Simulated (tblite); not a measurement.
Task: What does the GFN2-xTB structure of `CCC/C=C\N(C)/C=C\F` look like in three dimensions?

Result: 
```xyz
24
C8H14FN angstrom
C      3.483   -0.574   -0.590
C      2.365   -0.697    0.437
C      1.478    0.554    0.463
C      0.406    0.461    1.505
C     -0.916    0.328    1.388
N     -1.702    0.163    0.260
C     -1.191   -0.433   -0.952
C     -3.025    0.515    0.330
C     -3.946    0.567   -0.632
F     -3.729    0.287   -1.944
H      3.072   -0.457   -1.591
H      4.114   -1.459   -0.579
H      4.104    0.293   -0.374
H      2.796   -0.849    1.429
H      1.755   -1.576    0.210
H      2.111    1.412    0.711
H      1.063    0.733   -0.528
H      0.780    0.526    2.519
H     -1.504    0.368    2.298
H     -1.938   -1.111   -1.363
H     -0.299   -1.008   -0.720
H     -0.959    0.318   -1.713
H     -3.363    0.808    1.315
H     -4.968    0.853   -0.453
```

Orientation and origin are arbitrary. Atoms count from 1 in this order. The 3 C–N bonds span 1.370 Å (N6–C8, drawn single) to 1.444 Å (N6–C7, drawn single), a spread of 0.074 Å. N6 (enamine nitrogen) is planar (angles 122.1°, 119.4° and 118.4°, sum 359.9°, 0.02 Å off the plane of its three neighbours). The 5 C–C bonds span 1.333 Å (C8=C9, drawn double) to 1.534 Å (C2–C3, drawn single), a spread of 0.201 Å. Of the pairs four or more bonds apart, F10···H20 is among the closest relative to their van der Waals radii: 2.34 Å, 88 % of the sum of Bondi's values.

Bonds between heavy atoms (Å): C1–C2 1.523, C2–C3 1.534, C3–C4 1.498, C4=C5 1.334, C5–N6 1.385, N6–C7 1.444, N6–C8 1.370, C8=C9 1.333, C9–F10 1.359.

The geometry is computed with GFN2-xTB (gas phase).

Point group: C1 (no symmetry element, even within 0.4 Å). Its GFN2-xTB frequencies are all real (lowest 40 cm⁻¹). One conformer, not necessarily the lowest (C1–C2–C3–C4 -178°, C2–C3–C4–C5 -110°, C4–C5–N6–C7 26°, C5–N6–C8–C9 173°).

The run took 0.37 s on Arm Neoverse V2, one thread, no GPU, shared host with 96 logical CPUs at a one-minute load of 46. This is the geometry optimisation.
